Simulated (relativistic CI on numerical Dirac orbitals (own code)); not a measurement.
**One change at a time: Er**

Base calculation: Dirac-Coulomb-Breit CI, separate exchange-only KLI orbitals for each configuration, QED by a radiative potential, valence Slater integrals scaled by 0.85, P86 correlation energy added to each configuration.

CI space (outside the closed core [Xe]): 4f12 6s2, 4f11 6s2 5d, 4f12 6s 6p, 4f11 6s2 6p, 4f11 6s 5d2, 4f12 6s 6f, 4f12 5d 6p, 4f12 6s 7p, 4f11 6s2 8s, 4f12 6s 8s, 4f13 6s, 4f14, 4f12 7s2, 4f11 5d 7s2, 4f11 6p 7s2. Double excitations out of closed p, d and f shells are left out; levels of such configurations are missing from the list, as are those of other unlisted configurations, and high levels can miss mixing partners.

Variants: (1) self-excluded LDA correlation estimate; (2) valence Slater integrals scaled by 0.75; (3) configuration mixing switched off. Shifts of the energy above 4f11 6s2 5d 5G°_6, in cm⁻¹, for the lowest level and the first level of each name with at least 55 % of one term (blank where a level changes its place among those of its configuration and J or its character, or is not in the variant):

| Level | Base | Δ(1) | Δ(2) | Δ(3) |
| --- | --- | --- | --- | --- |
| 4f11 6s2 5d 5G°_6 | 0.0 | 0.0 | 0.0 | 0.0 |
| 4f11 6s2 5d 5H°_7 | 587.4 | -3.0 | -33.5 | +108.4 |
| 4f11 6s2 5d 5L°_10 | 1546.7 | -5.7 | -69.8 | +180.9 |
| 4f11 6s2 5d 5K°_9 | 2601.6 | -8.3 | -178.3 | +263.2 |
| 4f11 6s2 5d 5L°_9 | 8444.6 | -6.4 | -99.6 | +202.2 |
| 4f11 6s 5d2 7F°_6 | 8608.1 | -341.9 | +844.2 | -899.0 |
| 4f11 6s2 5d 5G°_4 | 9066.9 | -2.5 | -142.6 | +80.5 |
| 4f11 6s2 6p 5H_7 | 9175.6 | +764.5 | -449.9 | -875.5 |
| 4f11 6s 5d2 7K°_10 | 10351.3 | -342.3 | +657.0 | -893.2 |
| 4f11 6s 5d2 7M°_12 | 10784.7 | -342.3 | +633.5 | -892.9 |
| 4f11 6s2 6p 5K_9 | 11766.7 | +764.5 | -452.5 | -875.7 |
| 4f11 6s 5d2 7L°_11 | 11921.8 | -342.3 | +505.5 | -892.9 |
| 4f11 6s2 6p 5I_8 | 12109.2 | +764.5 | -491.5 | -875.7 |
| 4f11 6s2 6p 3H_6 | 12219.9 | +761.8 | -509.5 | -869.7 |

Correlation outside the listed configurations is missing or only estimated: errors of thousands of cm⁻¹ between configurations and terms are usual at this charge. Rates and lifetimes follow the computed energies and can be off by large factors. The fine structure of a lone outer electron comes out too small, for d and f at times inverted, and misplaced configurations move strength between like terms. 2 of the 14 excited levels that our extract of the measured tables holds in this range could be paired (the sources list more); they are missed by 3157 cm⁻¹ on average and 6303 at most, and levels without a partner can miss by more. Some levels of the ground configuration have no partner and can miss by 10 % or more. The computed lowest level isn't the tabulated ground level, which NIST ASD gives as 4f12 6s2 3H6.

Ionisation energy from the two ground configurations alone: base 5.637 eV; self-excluded LDA correlation estimate 5.798 eV; valence Slater integrals scaled by 0.75 5.641 eV. The NIST ASD value (measured) is 6.1077 eV. The gap of more than 2 % comes from missing correlation.

LS names give the leading component of a level, which can be under half, so a name can repeat, a term be missing and a line seem to break the LS rules.
